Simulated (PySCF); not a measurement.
C₃H₈BF. Atoms are numbered in the order given.

```xyz
13

B      0.2480     0.2191     0.4429
F      0.5990    -0.9983     0.8821
C      0.6926     1.4463     1.3168
H      1.7940     1.4606     1.4046
H      0.3110     1.3345     2.3474
H      0.3628     2.4193     0.9242
C     -0.5693     0.3267    -0.8957
C     -0.8983    -0.9809    -1.6200
H     -0.0103     1.0188    -1.5571
H     -1.4922     0.8936    -0.6587
H     -1.4910    -1.6546    -0.9808
H      0.0178    -1.5273    -1.8956
H     -1.4730    -0.8084    -2.5440
```

Geometry: B3LYP-D3(BJ)/def2-SVP. One conformer was computed; it need not be the lowest.

Computed with B3LYP/pcSseg-1 (PySCF).

GIAO shieldings, no solvent; atoms alike by connectivity are averaged. δ = σ(ref) − σ: ¹¹B against BF3 (σ = 86.3 ppm); ¹⁹F against CFCl3 (σ = 161.7 ppm); ¹³C against TMS (σ = 181.3 ppm); ¹H against TMS (σ = 31.68 ppm), references at their B3LYP-D3(BJ)/def2-TZVP geometries, non-relativistic.

Computed chemical shifts:
```
nucleus          atoms  count  δ (ppm)
-------  -------------  -----  -------
¹¹B                 B1      1     50.7
¹⁹F                 F2      1    -25.6
¹³C                 C7      1     22.1
¹³C                 C8      1     10.7
¹³C                 C3      1      7.1
¹H             H9, H10      2     1.42
¹H       H11, H12, H13      3     1.28
¹H          H4, H5, H6      3     0.73
```
